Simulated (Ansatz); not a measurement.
Other settings, tried on SbI3.

```yaml
crystal:
  periodic: [false, false, false]
  atoms:
    - {symbol: Sb, position_ang: [-0.004148, 0.005133, 0.951070]}
    - {symbol: I, position_ang: [2.458316, -0.031202, -0.306099]}
    - {symbol: I, position_ang: [-1.201530, 2.140764, -0.333760]}
    - {symbol: I, position_ang: [-1.252648, -2.114696, -0.311220]}
basis:
  gaussian: {orbitals: def2-TZVPP}
hamiltonian: {xc: {name: PBE0}}
output: {forces: true}
```

```sh
$ ansatz run in.yaml --threads 4 --pin off --events-out ev --progress --plain --max-ram 3916MiB
```

Output, abridged:

```
Functional definition: PBE0
1695 factors; their error is unknown
mean field evaluation 1: about -30843.8835 eV, gradient 1.6e1 eV
mean field evaluation 2: about -30841.5780 eV, gradient 3.4e1 eV
mean field evaluation 4: about -30844.7947 eV, gradient 9.8e-1 eV
mean field evaluation 8: about -30844.7986 eV, gradient 2.2e-2 eV
mean field evaluation 16: about -30845.7939 eV, gradient 1.8e-3 eV
mean field -30845.79388062 eV, -1133.5620170826 hartree, gradient 7.8e-6 eV, S^2 0.000000; 0 other end points of the search recorded, 0 dependent functions left out
reference -30845.79390768 eV, -1133.5620180772 hartree; 49, 49 occupied and 151, 151 virtual orbitals, 1695 factors
Total energy: -30845.79390768 eV, -1133.5620180772 hartree
Atom 0 at    -0.004148     0.005133     0.951070 Å, force     0.002132    -0.003133    -0.508830 eV/Å
Atom 1 at     2.458316    -0.031202    -0.306099 Å, force    -0.407957     0.005853     0.167771 eV/Å
Atom 2 at    -1.201530     2.140764    -0.333760 Å, force     0.198607    -0.354089     0.172282 eV/Å
Atom 3 at    -1.252648    -2.114696    -0.311220 Å, force     0.207218     0.351369     0.168777 eV/Å
Dipole moment:    -0.001447     0.001873     0.336163 e Å
```

It took 3.7 s on 4 threads of Intel Xeon on a shared host, peak host memory 0.74 GiB.

In the def2 sets I, Sb take a core potential; there is no spin–orbit coupling.
